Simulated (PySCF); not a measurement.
**Working out the ionisation energy of F⁺**

F⁺ [He] 2s2 2p4 (3P) → F²⁺ [He] 2s2 2p3 (4S). Computed with PySCF 2.14 in 6-31G* (3s2p1d, 14 functions), with no relativity, point nucleus. Frozen: 1s2. Energies in hartree (1 hartree = 27.21139 eV):

```json
{"part": "UHF", "F⁺ (lower)": "-98.788457", "F²⁺ (upper)": "-97.559682"}
{"part": "CCSD correlation", "F⁺ (lower)": "-0.090028", "F²⁺ (upper)": "-0.058449"}
{"part": "(T)", "F⁺ (lower)": "-0.000916", "F²⁺ (upper)": "-0.000377"}
```

Question: What does Hartree-Fock give?

Answer: (-97.559682) − (-98.788457) = 1.228775 hartree = 33.437 eV.

Question: What do CCSD and CCSD(T) give?

Answer: The CCSD correlation energies differ by 0.031579 hartree = 0.859 eV and the triples by 0.000539 hartree = 0.015 eV, so CCSD gives 34.296 eV and CCSD(T) 34.311 eV.

Measured between the centres of the two terms (NIST): 34.950 eV, so CCSD(T) (valence) is off by -0.639 eV.

What remains against the reference includes basis incompleteness, the frozen core and higher excitations.
